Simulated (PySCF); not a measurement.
## Working out the ionisation energy of I

I [Kr] 4d10 5s2 5p5 (2P) → I⁺ [Kr] 4d10 5s2 5p4 (3P). Calculation: PySCF 2.14, in def2-SVP with the def2 core potential (28 electrons) (4s4p2d, 26 functions); a scalar-relativistic core potential. Frozen: 4s2 4p6 4d10. Energies in hartree (1 hartree = 27.21139 eV):

```csv
part,I (lower),I⁺ (upper)
UHF,-296.649606,-296.297095
CCSD correlation,-0.090470,-0.074520
(T),-0.000778,-0.000708
```

**Question.** What does Hartree-Fock give?

**Answer.** (-296.297095) − (-296.649606) = 0.352511 hartree = 9.592 eV.

**Question.** What do CCSD and CCSD(T) give?

**Answer.** The CCSD correlation energies differ by 0.015950 hartree = 0.434 eV and the triples by 0.000070 hartree = 0.002 eV, so CCSD gives 10.026 eV and CCSD(T) 10.028 eV.

Measured between the centres of the two terms (NIST): 10.519 eV, so CCSD(T) (valence) is off by -0.491 eV.

A double-zeta basis recovers only part of the correlation energy.

What remains against the reference includes basis incompleteness, the frozen core and higher excitations.
